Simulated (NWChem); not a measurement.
Species: SiH cation, singlet

```xyz
2

Si     0.0000     0.0000    -0.1085
H      0.0000     0.0000     1.4099
```
Atoms are numbered in this order, from 1.

Program: NWChem. Geometry optimised at PBE0-D3(BJ)/def2-TZVP; all other runs use it. Pople sets run with spherical d functions. Low-valent species are run as closed-shell singlets; no triplet was tried in these runs.

```
quantity                                                                                 level       value
--------------------------------------------------  ------------------------------------------  ----------
highest occupied level (eV)                                                       N12/def2-SVP  (withheld)
vertical, lowest state with f > 0.02, singlet (eV)  LDA (Slater exchange, VWN5)/def2-SVPD, TDA  (withheld)
J(29Si atom 1, 1H atom 2) (Hz)                                                   B3LYP/6-31G**       -17.3
anisotropy (bohr³) at 1065 nm                                                   PBE0/def2-SVPD         3.3
first 1s excitation (eV), Si K edge, unshifted                            B3LYP/def2-TZVP, TDA      1796.3
solvation free energy (kcal/mol) in ethyl acetate                         M05-2X/def2-SVP, SMD       -58.0
highest harmonic frequency (cm⁻¹)                                        PBE0-D3(BJ)/def2-TZVP  (withheld)
```

Some entries are withheld; supply them.


- highest occupied level (eV), value: -14.16
- vertical, lowest state with f > 0.02, singlet (eV), value: 9.63
- highest harmonic frequency (cm⁻¹), value: 2127
